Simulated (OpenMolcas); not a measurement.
A calculation on W II.

| Quantity | Value |
| --- | --- |
| Program | OpenMolcas |
| Method | XMS-CASPT2, IPEA 0.25 Eh, imaginary shift 0.1 Eh (closed shells correlated: 5s 5p) |
| Basis | ANO-RCC-VTZP [8s7p5d3f2g1h] |
| Scalar Hamiltonian | DKH2, point nucleus |
| Active space | 5 electrons in 6 orbitals (5d 6s) |
| State averaging | 2S+1 = 6 even, 6 roots; 2S+1 = 4 even, 81 roots kept (CI in the orbitals of an earlier block); 2S+1 = 2 even, 125 roots kept (CI in the orbitals of an earlier block, 113 in the spin-orbit step) |
| Spin-orbit coupling | RASSI with atomic mean-field integrals over the reference wave functions, term energies averaged over their components |

Question: Which level of the active space comes out lowest?

Answer: 5d4 6s 6D 1/2, with 82 % of that term; it is also the measured ground level.

Question: How high does 5d4 6s 4F 3/2(1) [72 %] lie?

Answer: 7400 cm-1 above the lowest level.

Question: How high does 5d4 6s 6D 3/2 lie?

Answer: 1501 cm-1 above the lowest level; measured 1519 cm-1 above the ground level, so the calculation is off by -1 %.

Question: How high does 5d4 6s 4F 7/2(1) lie?

Answer: 11560 cm-1 above the lowest level.

Question: The level at 9480 cm-1 has J = 1/2. What is it made of, and what is its g factor?

Answer: 69 % 5d4 6s 4P 1/2(1), 14 % 5d4 6s 6D, 7 % 5d4 6s 4D(1); g = 2.430, against 2.671 from Landé's formula for the pure leading term.

Measured values: NIST Handbook of Basic Atomic Spectroscopic Data.

Term energies are means over components that CASPT2 splits; among the terms shown or strongly mixed into the levels shown the widest spread is 650 cm-1 (5d4 6s 4F(2)). Over all roots computed the reference weight is 0.86 to 0.93; the roots of lowest weight are the least certain, and an intruder state may touch them. Some high roots are left out of the spin-orbit mixing, which shifts the levels that they would mix with. Terms from blocks run as CI alone lack orbitals of their own. Configurations are named by rounded mean occupations; where the s occupation lies near a half they are strongly mixed, a name can repeat and a true partner stay unpaired. Computed and measured levels are paired by configuration, term and J; levels that our copy of the source lacks, or whose pairing is in doubt (as where it misses far off the trend of its configuration), stay unpaired and out of the deviations. Levels of configurations outside the active space are missing.

A share in square brackets marks a mixed level and gives the weight of the term that names it. A number in round brackets counts repeated terms of one configuration in the order of the reference energies.
